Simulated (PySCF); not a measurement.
H₄O₃SSi.

```xyz
9

O     -1.2468     0.3034    -1.2294
Si    -0.2980    -0.2032     0.0244
O     -0.9367    -0.0111     1.5402
O     -0.1067    -1.8314    -0.1847
S      1.4792     0.9908    -0.0517
H     -1.8620    -0.3625    -1.5632
H     -0.9890     0.8938     1.8709
H      0.2335    -2.3278     0.5691
H      1.4445     1.1017    -1.3991
```

Coordinates come from a B3LYP-D3(BJ)/def2-SVP optimisation. The values are those of a single conformer.

The numbers are results of PySCF with KT2/pcSseg-1, not measurements. Non-relativistic, no solvent.

Computed absolute GIAO shielding of each atom: isotropic value and principal components (ppm):
```tsv
atom	σ(iso)	σ11	σ22	σ33	span
O1	257.6	226.3	234.8	311.8	85.5
Si2	389.4	355.2	389.0	423.9	68.7
O3	240.4	205.3	222.0	294.0	88.7
O4	260.8	234.5	245.3	302.5	68.1
S5	713.2	633.9	654.3	851.2	217.3
H6	29.0	21.2	23.6	42.2	21.0
H7	29.1	22.0	25.0	40.2	18.2
H8	29.2	21.8	24.1	41.7	19.8
H9	30.2	22.3	27.6	40.6	18.2
```
